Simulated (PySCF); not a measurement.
Se(H)(SH) (H2SSe), SMILES [SeH]S. Atoms are numbered in the order given.

```xyz
4

Se     0.1958    -0.5645     0.3962
H     -0.2954    -1.5660    -0.5680
S     -0.3011     1.2097    -0.7870
H     -1.5437     1.4039    -0.3099
```
Charge 0, spin multiplicity 1.

The structure is a stationary point at PBE0-D3(BJ)/def2-TZVP.

All values below come from B3LYP/def2-TZVPD in PySCF.

Computed frontier levels, gap, dipole moment and polarisability:
* **highest occupied level**: -7.00 eV
* **lowest empty level**: -1.75 eV
* **orbital gap**: 5.25 eV
* **dipole moment**: 0.97 D
* **quadrupole, principal values (traceless, Buckingham form, about the centre of nuclear charge)**: -2.75, -0.51, 3.27 D·Å
* **mean static polarisability**: 52.4 bohr³ (7.77 Å³)
* **polarisability, principal values**: 45.1, 45.2, 67.0 bohr³
